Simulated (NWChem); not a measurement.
All runs are NWChem calculations. System: HGeI, charge 0, spin multiplicity 1, at a geometry optimised with B3LYP/def2-SVP with def2 effective core potentials on I. The structure started from a generated list of species. Level: PBE0/def2-SVPD with def2 effective core potentials on I.

The NWChem input:

```
start mol
memory heap 200 mb stack 900 mb global 1100 mb
geometry units angstroms nocenter noautoz
  Ge    -1.069030     1.177354     0.000000
  H      0.069901     2.309783     0.000000
  I      0.644133    -0.754436     0.000000
  symmetry group Cs
end
basis spherical
  * library def2-svpd
end
ecp
  I library def2-ecp
end
dft
  xc pbe0
  semidirect memsize 60000000 filesize 0
  iterations 100
end
task dft energy
```

Output (cleaned and shortened):

```
             Northwest Computational Chemistry Package (NWChem) 7.3.0
             --------------------------------------------------------

                                NWChem Input Module
                                -------------------

 Scaling coordinates for geometry "geometry" by  1.889725989
 (inverse scale =  0.529177249)

 Turning off AUTOSYM since
 SYMMETRY directive was detected!

                             Geometry "geometry" -> ""
                             -------------------------

 Output coordinates in angstroms (scale by  1.889725989 to convert to a.u.)

  No.       Tag          Charge          X              Y              Z
 ---- ---------------- ---------- -------------- -------------- --------------
    1 Ge                  32.0000    -1.06903000     1.17735400     0.00000000
    2 H                    1.0000     0.06990100     2.30978300     0.00000000
    3 I                   53.0000     0.64413300    -0.75443600     0.00000000

 Effective nuclear repulsion energy (a.u.)     367.1319915889

            Nuclear Dipole moment (a.u.)
            ----------------------------
        X                 Y               Z
 ---------------- ---------------- ----------------
    -0.0000188973     0.0000056692     0.0000000000

      Symmetry information
      --------------------

 Group name             Cs
 Group number              2
 Group order               2
 No. of unique centers     3

      Symmetry unique atoms

     1    2    3


 Summary of "ao basis" -> "" (spherical)
 ------------------------------------------------------------------------------
       Tag                 Description            Shells   Functions and Types
 ---------------- ------------------------------  ------  ---------------------
 *                         def2-svpd                  on all atoms

                                 NWChem DFT Module
                                 -----------------

 Summary of "ao basis" -> "ao basis" (spherical)
 ------------------------------------------------------------------------------
       Tag                 Description            Shells   Functions and Types
 ---------------- ------------------------------  ------  ---------------------
 Ge                        def2-svpd                14       38   6s4p4d
 H                         def2-svpd                 4        8   2s2p
 I                         def2-svpd                13       35   5s5p3d

 Summary of "ao basis" -> "ao basis" (spherical)
 ------------------------------------------------------------------------------
       Tag                 Description            Shells   Functions and Types
 ---------------- ------------------------------  ------  ---------------------
 Ge                        def2-svpd                14       38   6s4p4d
 H                         def2-svpd                 4        8   2s2p
 I                         def2-svpd                13       35   5s5p3d

      Symmetry analysis of basis
      --------------------------

        a'         56
        a"         25

            General Information
            -------------------
          SCF calculation type: DFT
          Wavefunction type:  closed shell.
          No. of atoms     :     3
          No. of electrons :    58
           Alpha electrons :    29
            Beta electrons :    29
          Charge           :     0
          Spin multiplicity:     1
          Use of symmetry is: on ; symmetry adaption is: on
          Maximum number of iterations: 100
[...]
 d= 0,ls=0.0,diis     3  -2374.8001524122 -8.32D-02  2.52D-03  2.78D-02     4.8
 d= 0,ls=0.0,diis     4  -2374.8040354792 -3.88D-03  5.07D-04  1.52D-03     5.2
 d= 0,ls=0.0,diis     5  -2374.8041693246 -1.34D-04  1.40D-04  4.42D-05     5.6
  Resetting Diis
 d= 0,ls=0.0,diis     6  -2374.8041753774 -6.05D-06  2.79D-05  4.05D-06     6.1
 d= 0,ls=0.0,diis     7  -2374.8041758110 -4.34D-07  1.01D-05  1.80D-07     6.5
 d= 0,ls=0.0,diis     8  -2374.8041758268 -1.59D-08  4.83D-06  1.45D-07     7.0

         Total DFT energy =    -2374.804175826832
      One electron energy =    -3769.244782658783
           Coulomb energy =     1317.058873518434
    Exchange-Corr. energy =     -101.363803087425
 Nuclear repulsion energy =      178.745536400942

 Numeric. integr. density =       57.999988377372

     Total iterative time =      5.4s

                  Occupations of the irreducible representations
                  ----------------------------------------------

                     irrep           alpha         beta
                     --------     --------     --------
                     a'               21.0         21.0
                     a"                8.0          8.0

                       DFT Final Molecular Orbital Analysis
                       ------------------------------------

 Vector   27  Occ=2.000000D+00  E=-2.978709D-01  Symmetry=a'
              MO Center= -8.2D-02, -6.0D-02, -6.0D-15, r^2= 3.8D+00
   Bfn.  Coefficient  Atom+Function         Bfn.  Coefficient  Atom+Function
  ----- ------------  ---------------      ----- ------------  ---------------
    59      0.494272  3 I  py                62      0.396594  3 I  py
     4     -0.312784  1 Ge s                 13      0.233512  1 Ge px
    16      0.204974  1 Ge px                56     -0.199059  3 I  py
     3      0.172174  1 Ge s                 53     -0.161931  3 I  py
     5     -0.144793  1 Ge s                 10     -0.132477  1 Ge px

 Vector   28  Occ=2.000000D+00  E=-2.935147D-01  Symmetry=a"
              MO Center=  4.7D-01, -5.5D-01,  6.9D-16, r^2= 2.4D+00
   Bfn.  Coefficient  Atom+Function         Bfn.  Coefficient  Atom+Function
  ----- ------------  ---------------      ----- ------------  ---------------
    60      0.576506  3 I  pz                63      0.492852  3 I  pz
    57     -0.233603  3 I  pz                54     -0.189820  3 I  pz
    15      0.129441  1 Ge pz                18      0.119976  1 Ge pz
    12     -0.073021  1 Ge pz                66      0.028562  3 I  pz
    32     -0.026863  1 Ge d  1              30     -0.025682  1 Ge d -1

 Vector   29  Occ=2.000000D+00  E=-2.547684D-01  Symmetry=a'
              MO Center= -1.5D-01,  2.8D-01,  5.0D-15, r^2= 4.4D+00
   Bfn.  Coefficient  Atom+Function         Bfn.  Coefficient  Atom+Function
  ----- ------------  ---------------      ----- ------------  ---------------
    58      0.431953  3 I  px                61      0.389698  3 I  px
     4      0.319452  1 Ge s                 13     -0.241245  1 Ge px
    39     -0.234272  2 H  s                 16     -0.212178  1 Ge px
     5      0.201537  1 Ge s                 59      0.185186  3 I  py
     3     -0.177942  1 Ge s                 40     -0.176321  2 H  s

 Vector   30  Occ=0.000000D+00  E=-1.212130D-01  Symmetry=a"
              MO Center= -8.6D-01,  1.0D+00, -7.1D-16, r^2= 3.5D+00
   Bfn.  Coefficient  Atom+Function         Bfn.  Coefficient  Atom+Function
  ----- ------------  ---------------      ----- ------------  ---------------
    18      0.588073  1 Ge pz                15      0.465246  1 Ge pz
    12     -0.253872  1 Ge pz                63     -0.231595  3 I  pz
    60     -0.219731  3 I  pz                57      0.086694  3 I  pz
     9      0.082091  1 Ge pz                54      0.069781  3 I  pz
    78      0.047316  3 I  d -1              80      0.041064  3 I  d  1

 Vector   31  Occ=0.000000D+00  E=-4.209989D-02  Symmetry=a'
              MO Center= -5.7D-01,  6.9D-01, -1.5D-15, r^2= 6.8D+00
   Bfn.  Coefficient  Atom+Function         Bfn.  Coefficient  Atom+Function
  ----- ------------  ---------------      ----- ------------  ---------------
     6      0.655606  1 Ge s                  5     -0.560284  1 Ge s
    17      0.384776  1 Ge py                51     -0.384288  3 I  s
    16     -0.344653  1 Ge px                14      0.312008  1 Ge py
    50      0.286997  3 I  s                 62      0.274480  3 I  py
     4     -0.259469  1 Ge s                 49      0.253881  3 I  s

 Vector   32  Occ=0.000000D+00  E= 1.009225D-02  Symmetry=a'
              MO Center= -6.4D-01,  8.0D-01, -1.3D-15, r^2= 8.5D+00
   Bfn.  Coefficient  Atom+Function         Bfn.  Coefficient  Atom+Function
  ----- ------------  ---------------      ----- ------------  ---------------
     6     -1.752648  1 Ge s                  5      1.689950  1 Ge s
    51     -0.608090  3 I  s                 50      0.351181  3 I  s
    40     -0.265366  2 H  s                 16      0.253595  1 Ge px
     4      0.215905  1 Ge s                 34     -0.201098  1 Ge d -2
    17      0.192726  1 Ge py                 3     -0.167820  1 Ge s

 center of mass
 --------------
 x =   0.02608944 y =  -0.05971812 z =   0.00000000

 moments of inertia (a.u.)
 ------------------
         642.332391574103         551.577517129563           0.000000000000
         551.577517129563         489.586366503086           0.000000000000
           0.000000000000           0.000000000000        1131.918758077190

     Multipole analysis of the density
     ---------------------------------

     L   x y z        total         alpha         beta         nuclear
     -   - - -        -----         -----         ----         -------
     0   0 0 0     -0.000000    -29.000000    -29.000000     58.000000

     1   1 0 0     -0.415507     16.833544     16.833544    -34.082595
     1   0 1 0      0.494558    -19.712206    -19.712206     39.918971
     1   0 0 1     -0.000000     -0.000000     -0.000000      0.000000

     2   2 0 0    -34.133061   -100.893647   -100.893647    167.654233
     2   1 1 0     -2.006793     92.314813     92.314813   -186.636419
     2   1 0 1      0.000000      0.000000      0.000000      0.000000
     2   0 2 0    -32.825950   -130.547114   -130.547114    228.268279
     2   0 1 1      0.000000      0.000000      0.000000      0.000000
     2   0 0 2    -32.239745    -16.119872    -16.119872      0.000000

 Task  times  cpu:        7.0s     wall:        7.0s

 Total times  cpu:        7.0s     wall:        7.0s
```
